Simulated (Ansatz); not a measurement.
Start from `[SiH3]OBCl` and change one atom or group to get `CCOBCl`.

Ansatz, PBE0-D4/def2-TZVP geometries, multiplicity 1. Each molecule was computed in one conformer, which needn't be the lowest.

```csv
property,`[SiH3]OBCl`
HOMO–LUMO gap (B3LYP/def2-TZVPP) / eV,7.92
HOMO energy (ωB97M-V/def2-TZVPP) / eV,-11.33
HOMO energy (PBE0/def2-TZVPP) / eV,-9.05
HOMO energy (B3LYP/def2-TZVPP) / eV,-8.80
LUMO energy (B3LYP/def2-TZVPP) / eV,-0.87
HOMO–LUMO gap (ωB97M-V/def2-TZVPP) / eV,12.67
```

Question: Give the same properties after the change, and the shifts. (Estimate.)

Answer: Ansatz gave: 
```json
{"property": "HOMO–LUMO gap (B3LYP/def2-TZVPP) / eV", "`CCOBCl`": "7.97", "shift": "0.05"}
{"property": "HOMO energy (ωB97M-V/def2-TZVPP) / eV", "`CCOBCl`": "-11.03", "shift": "0.30"}
{"property": "HOMO energy (PBE0/def2-TZVPP) / eV", "`CCOBCl`": "-8.72", "shift": "0.33"}
{"property": "HOMO energy (B3LYP/def2-TZVPP) / eV", "`CCOBCl`": "-8.45", "shift": "0.35"}
{"property": "LUMO energy (B3LYP/def2-TZVPP) / eV", "`CCOBCl`": "-0.48", "shift": "0.39"}
{"property": "HOMO–LUMO gap (ωB97M-V/def2-TZVPP) / eV", "`CCOBCl`": "12.70", "shift": "0.03"}
```

With PBE0 the HOMO rises by 0.33 eV and the LUMO rises by 0.39 eV, so the gap widens by about 0.06 eV. PBE moves the HOMO by 0.35 eV and ωB97M-V by 0.30 eV. The zero-point energy changes by 108.0 kJ/mol with +9 modes.

B3LYP here is the variant with VWN-RPA as its local correlation; programs differ in this.
